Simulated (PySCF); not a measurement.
**Radial density of W(2+) (tungsten, charge +2)**

BP86, [Xe] 4f14 5d3 6s1, 6s spin antiparallel (an excited configuration). Calculation: PySCF 2.14, in x2c-TZVPPall (11s7p7d3f1g, 97 functions); the spin-free X2C one-electron Hamiltonian (Gaussian nucleus).

| r (bohr) | 4πr²ρ (e/bohr) | 4πr²(ρα − ρβ) |
| --- | --- | --- |
| 0.0139 | 101.9 | -0.0033 |
| 0.0234 | 88.87 | 0.0000 |
| 0.0393 | 115.9 | 0.0020 |
| 0.0661 | 130.9 | 0.0668 |
| 0.111 | 105.8 | 0.1598 |
| 0.187 | 114.1 | -0.0029 |
| 0.314 | 64.09 | 0.1798 |
| 0.529 | 62.65 | 0.0836 |
| 0.890 | 20.47 | 0.5422 |
| 1.50 | 7.742 | 1.9397 |
| 2.52 | 1.400 | 0.2597 |
| 4.23 | 0.1834 | -0.0785 |
| 7.12 | 6.285e-05 | 0.0000 |

Densities and radii are taken from the X2C orbitals without a picture-change correction, which distorts them close to the nucleus.

Spin-orbit coupling, absent here, splits the open shell strongly. With the s spin flipped the determinant is a mixture of two multiplicities, not a spectroscopic state.
